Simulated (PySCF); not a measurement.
Zn(OH) (HOZn), SMILES [OH][Zn+], charge +1.

Geometry optimised at B3LYP-D3(BJ)/def2-TZVP. The spin state was assumed, not searched. The isomer is the one that the SMILES or the coordinates give; other isomers of the formula were not compared.

All values below come from TDDFT-M06-2X/def2-TZVPD (PySCF).

Vertical excitations.  State labels are in the subgroup Cs.

Computed lowest excited states:
```json
[
 {"state": "S1", "symmetry": "A\"", "energy (eV)": "2.34", "λ (nm)": "530", "f": "0.005", "main pairs": "HOMO→LUMO 98 %"},
 {"state": "S2", "symmetry": "A'", "energy (eV)": "4.10", "λ (nm)": "303", "f": "0.105", "main pairs": "HOMO−1→LUMO 93 %"},
 {"state": "S3", "symmetry": "A'", "energy (eV)": "6.45", "λ (nm)": "192", "f": "0.039", "main pairs": "HOMO−2→LUMO 90 %"},
 {"state": "S4", "symmetry": "A\"", "energy (eV)": "7.17", "λ (nm)": "173", "f": "0.000", "main pairs": "HOMO→LUMO+1 96 %"},
 {"state": "S5", "symmetry": "A'", "energy (eV)": "7.80", "λ (nm)": "159", "f": "0.074", "main pairs": "HOMO→LUMO+2 62 %, HOMO−1→LUMO+1 32 %"},
 {"state": "S6", "symmetry": "A\"", "energy (eV)": "8.20", "λ (nm)": "151", "f": "0.085", "main pairs": "HOMO−1→LUMO+2 96 %"},
 {"state": "S7", "symmetry": "A'", "energy (eV)": "8.52", "λ (nm)": "145", "f": "0.196", "main pairs": "HOMO−1→LUMO+1 64 %, HOMO→LUMO+2 26 %"},
 {"state": "S8", "symmetry": "A\"", "energy (eV)": "8.99", "λ (nm)": "138", "f": "0.055", "main pairs": "HOMO→LUMO+3 83 %"},
 {"state": "S9", "symmetry": "A'", "energy (eV)": "9.77", "λ (nm)": "127", "f": "0.041", "main pairs": "HOMO−1→LUMO+3 82 %"},
 {"state": "S10", "symmetry": "A\"", "energy (eV)": "10.18", "λ (nm)": "122", "f": "0.009", "main pairs": "HOMO−4→LUMO 62 %, HOMO−6→LUMO 35 %"},
 {"state": "T1", "symmetry": "A\"", "energy (eV)": "2.03", "λ (nm)": "611", "f": "0", "main pairs": "HOMO→LUMO 96 %"},
 {"state": "T2", "symmetry": "A'", "energy (eV)": "2.52", "λ (nm)": "492", "f": "0", "main pairs": "HOMO−1→LUMO 96 %"},
 {"state": "T3", "symmetry": "A'", "energy (eV)": "5.87", "λ (nm)": "211", "f": "0", "main pairs": "HOMO−2→LUMO 95 %"},
 {"state": "T4", "symmetry": "A\"", "energy (eV)": "7.10", "λ (nm)": "175", "f": "0", "main pairs": "HOMO→LUMO+1 96 %"}
]
```
Triplets are in the Tamm–Dancoff approximation, which puts them higher than full response would, so one can lie above its singlet here.
